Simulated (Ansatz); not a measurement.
Reaction (redistribution): `C=C[SiH2]O[SiH](F)F` + `FC[SiH2]F` → `FC[SiH](F)F` + `C=C[SiH2]O[SiH2]F`

Gas-phase electronic energies from Ansatz, PBE0-D4/def2-TZVP geometries. CCSD(T)/CBS is the MP2 limit (def2-TZVPP, def2-QZVPP) plus CCSD(T) − MP2 in def2-TZVPP, frozen cores. This one scheme is used for every species. Each species was taken in one conformer, which may not be the lowest.

```tsv
species	CCSD(T)/CBS(def2) energy (Eh)
`C=C[SiH2]O[SiH](F)F`	-932.85831
`FC[SiH2]F`	-529.16787
`FC[SiH](F)F`	-628.43886
`C=C[SiH2]O[SiH2]F`	-833.58294
```

Question: Work out ΔE.

Answer: ΔE = (-628.43886) + (-833.58294) − (-932.85831) − (-529.16787) = 0.00438 Eh = +11.5 kJ/mol.

Largest T1 diagnostic among the species: 0.012.
